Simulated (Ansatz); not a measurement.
## Pulling the pair apart

The pair of K⁺ (SMILES [K+], atom 1) and F2 (SMILES FF, atoms 2–3), both closed shells, in one local arrangement (a lower one may exist), relaxed at PBE0-D4/def2-TZVP:

```
3
angstrom
K -0.0235 0.0383 -1.9755
F -0.3493 0.5683 1.0023
F 0.3728 -0.6066 0.9732
```

F2 is shifted rigidly along the line between the mean atom positions of the two fragments (negative: closer). Counterpoise interaction energies in kcal/mol. Computed with Ansatz 0.2.0 (basis: def2-TZVPPD); correlated methods freeze the cores. The outer core shell of Li, Na, Mg and K is correlated. The def2 sets are not built for correlating such inner shells, so the correlated values are less sure here.

```
shift (Å)    MP2  wB97M-V  PBE0-D4
    -0.30  -1.70    -2.13    -1.82
    -0.15  -2.32    -2.58    -2.36
     0.00  -2.43    -2.58    -2.46
     0.15  -2.31    -2.39    -2.41
     0.37  -1.99    -2.02    -2.54
     0.76  -1.41    -1.40    -1.98
     1.52  -0.73    -0.71    -1.05
     3.04  -0.26    -0.24    -0.32
```

**Question.** What does CCSD(T) give at these shifts? (To be estimated.)

**Answer.** The calculation gives: -1.59, -2.22, -2.35, -2.24, -1.94, -1.37, -0.71, -0.25 kcal/mol. For zero shift, CCSD(T) at an estimated basis limit (MP2 extrapolated from triple and quadruple zeta, plus CCSD(T) − MP2 in triple zeta) gives -2.54 kcal/mol. These are counterpoise interaction energies, counted from the two frozen fragments.

The T1 diagnostic stays at or below 0.011. The restricted Hartree–Fock reference is unstable towards an unrestricted one here.

For scale, one of the runs: CCSD(T)/def2-TZVPPD, 116 basis functions, launched by `ansatz run in.yaml --threads 2 --pin off --events-out ev --progress --plain --max-ram 5222MiB`. The run took about 4.2 s on 2 CPU threads of an Arm Neoverse V1 (shared host).
